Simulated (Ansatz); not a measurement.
System: CHBr₂, net charge 0, doublet state. SMILES: Br[CH]Br
Structure (B3LYP-D3(BJ)/def2-TZVP (Ansatz, a quantum-chemistry and plane-wave program) minimum search):
```
C
H 1 1.0789
Br 1 1.8652 2 116.50
Br 1 1.8652 2 116.50 3 152.18
```
Charge 0, spin multiplicity 2.

Wanted: atomisation energy, in kcal/mol. Conventions: 6-31G* and kin with 6d, 5d where marked; atomisation electronic, to ground-state atoms; non-relativistic; dispersion terms only where a functional's name holds one; LANL2DZ with its own core potentials from Na on; spin-orbit terms left out; UHF or UKS for open shells. First-principles rows: single points at B3LYP-D3(BJ) geometries (Ansatz).

| level | program | atomisation energy (kcal/mol) |
|---|---|---|
| B3LYP/STO-3G | Ansatz | 292.7 |
| B3LYP/3-21G | Ansatz | 227.8 |
| B3LYP/LANL2DZ | Ansatz | 208.8 |
| B3LYP/6-31G | Ansatz | 221.5 |
| B3LYP/6-31G* | Ansatz | 237.5 |
| B3LYP/6-31G** | Ansatz | 238.5 |
| B3LYP/def2-SVP | Ansatz | 240.8 |
| B3LYP/6-31G* with LANL2DZ past Ar | Ansatz | 218.2 |
| B3LYP/def2-TZVPD | Ansatz | 239.3 |

No value to compare with is used here. The 8 habitual levels span 208.8 (B3LYP/LANL2DZ) to 292.7 kcal/mol (B3LYP/STO-3G); B3LYP/def2-TZVPD gives 239.3.

The sets are all those run for this method; left out are runs that failed, that the program found above a lower state of the same kind, or whose <S^2> lies over 0.5 above the pure value.
